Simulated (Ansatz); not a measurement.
H4AlBN, SMILES `N[B-][AlH2]` (lower singlet) (charge -1, multiplicity 1). This singlet lies 0.58 eV below the relaxed triplet at the level frozen-core CCSD(T)/aug-cc-pVDZ // PBE0-D3(BJ)/def2-TZVPD (Ansatz, a program for electronic structure).

All values below come from B3LYP/aug-cc-pVTZ // PBE0-D3(BJ)/def2-TZVPD (Ansatz).

Ansatz 0.2 input:
```yaml
crystal:
  periodic: [false, false, false]
  atoms:
    - { symbol: N, position_ang: [-1.684225, -0.330449, 0.100057] }
    - { symbol: B, position_ang: [-0.338205, -0.045137, -0.11072] }
    - { symbol: Al, position_ang: [1.603393, 0.301468, 0.003014] }
    - { symbol: H, position_ang: [-2.372536, -0.353776, -0.637342] }
    - { symbol: H, position_ang: [-2.081237, -0.538252, 1.006243] }
    - { symbol: H, position_ang: [2.188422, 1.8171, 0.013611] }
    - { symbol: H, position_ang: [2.68439, -0.850953, -0.374861] }
basis:
  gaussian: { orbitals: aug-cc-pVTZ }
hamiltonian:
  xc: b3lyp
total_charge: -1
```

Output:

```
Functional definition: B3LYP
1051 factors; their error is unknown
mean field evaluation 1: about -8827.1459 eV, gradient 3.0e1 eV
mean field evaluation 2: about -8816.5421 eV, gradient 4.9e1 eV
mean field evaluation 4: about -8829.5566 eV, gradient 6.1e0 eV
mean field evaluation 8: about -8829.7635 eV, gradient 8.5e-2 eV
mean field evaluation 16: about -8829.7662 eV, gradient 9.0e-5 eV
mean field -8829.76620940 eV, -324.4879231649 hartree, gradient 3.5e-5 eV, S^2 0.000000; 3 other end points of the search recorded, 0 dependent functions left out
reference -8829.76651486 eV, -324.4879343905 hartree; 15, 15 occupied and 219, 219 virtual orbitals, 1051 factors
Total energy: -8829.76651486 eV, -324.4879343905 hartree
```
